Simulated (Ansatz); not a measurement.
A geometry relaxed with PBE-D3(BJ)/def2-TZVP in Ansatz (an electronic-structure program), charge 0, multiplicity 1:

```xyz
8

C     -1.0898    -0.0993    -0.0801
Se     1.6699    -0.4728    -0.9247
H      2.7826     0.0660    -0.1122
O      0.6202     0.8304     1.3480
C      0.3183     0.2237     0.3527
H     -1.2895     0.3448    -1.0659
H     -1.7983     0.2949     0.6580
H     -1.2135    -1.1876    -0.1757
```

Problem. Write the SMILES of this molecule.

Solution. `CC(=O)[SeH]`
